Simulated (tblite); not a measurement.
Compound: C5H6OS2 (charge +1 and doublet state).
Geometry (GFN2-xTB, Å), atoms numbered from 1 in this order:
```xyz
14
C5H6OS2 angstrom
C     -2.4992    0.8240    0.5345
O     -1.7907   -0.3903    0.3639
C     -0.5179   -0.3870    0.1390
C      0.2553   -1.5460   -0.0463
C      1.5855   -1.2723   -0.2738
C      1.8790    0.0957   -0.2711
S      3.4429    0.7467   -0.5287
S      0.4533    1.0588    0.0240
H     -3.5427    0.5499    0.6773
H     -2.1346    1.3655    1.4119
H     -2.3993    1.4606   -0.3492
H     -0.1803   -2.5280   -0.0090
H      2.3404   -2.0201   -0.4402
H      3.1074    2.0421   -0.4147
```

Method: GFN2-xTB as coded in tblite; computed harmonic values from a numerical Hessian at the method's own geometry, unscaled. The method is semi-empirical: single wavenumbers can be off by several per cent or more. Modes of hydrogen on sulfur can be 10 to 20 % off. One conformer, not necessarily the lowest. Open shells enter through the occupations alone, without spin polarisation, and single modes of such species can be off by tens of per cent.

Harmonic wavenumbers (cm⁻¹): 81.3, 93.4, 150.3, 159.7, 243.6, 296.0, 316.9, 365.1, 458.9, 481.6, 552.3, 585.2, 658.1, 683.4, 801.4, 848.5, 856.2, 981.9, 1007.3, 1086.2, 1088.5, 1103.3, 1141.5, 1223.8, 1340.1, 1384.5, 1416.7, 1424.9, 1436.9, 1473.1, 2353.6, 2965.8, 2973.3, 3048.1, 3134.8, 3147.6.

A = 3947, B = 874.8, C = 719.3 MHz; mass 145.986 u (most abundant isotopes); point group Cs, symmetry number 1; spin multiplicity 2.

Task: Zero-point energy?

Result: ½Σν̃ = 20682 cm⁻¹ = 247.41 kJ/mol.

Task: What is S at 273.15 K and 1 bar for an ideal gas of classical rigid rotors and harmonic oscillators?

Result: Translation 169.19, rotation 121.29, vibration 85.65, spin (R ln 2) 5.76: S = 381.9 J/(mol K).

Task: And Cp and H(273.15 K) − H(0)?

Result: Cp = 131.23 J/(mol K), of which vibrations give 97.97 (their classical limit is 36 R = 299.3); H(273.15 K) − H(0) = 22.26 kJ/mol without the zero-point energy, 13.18 from vibrations.

Task: Blend soft modes into free rotors: weight 1/[1 + (100 cm⁻¹/ν̃)⁴] for the oscillator and the rest for a rotor with moment μB/(μ + B), μ = h/(8π²ν), B = 10⁻⁴⁴ kg m². What vibrational entropy results?

Result: 82.15 J/(mol K) in place of 85.65, which changes −T·S at 273.15 K by +0.96 kJ/mol.

Task: What must be added to the electronic energy to get the Gibbs energy at 273.15 K and 1 bar?

Result: ZPE + [H(273.15 K) − H(0)] − T·S = 247.41 + 22.26 − 104.31 = 165.36 kJ/mol.

Task: How do the functions run with temperature in this model?

Result: 
```tsv
T (K)	S (J/(mol K))	Cp (J/(mol K))	H − H(0) (kJ/mol)	G − H(0) (kJ/mol)	ln q(vib)
50	246.1	47.9	1.90	-10.41	0.20
100	285.9	68.9	4.83	-23.76	0.97
298.15	393.7	139.6	25.65	-91.75	5.03
373.15	427.7	163.1	37.02	-122.56	6.63
500	480.2	195.9	59.88	-180.20	9.30
750	568.5	238.9	114.70	-311.67	14.31
1000	641.1	265.4	177.99	-463.15	18.88
```

q(vib) and H(0) count from the zero-point level.

Task: Which modes carry the vibrational entropy at 273.15 K?

Result: 81.3 cm⁻¹: 15.43; 93.4 cm⁻¹: 14.30; 150.3 cm⁻¹: 10.47; 159.7 cm⁻¹: 9.99; 243.6 cm⁻¹: 6.79; 296.0 cm⁻¹: 5.42 J/(mol K); the other 30 give 23.26 together.

Hindered rotation and anharmonicity are outside this model. Other conformers, if any are populated, would add a mixing term that is left out.
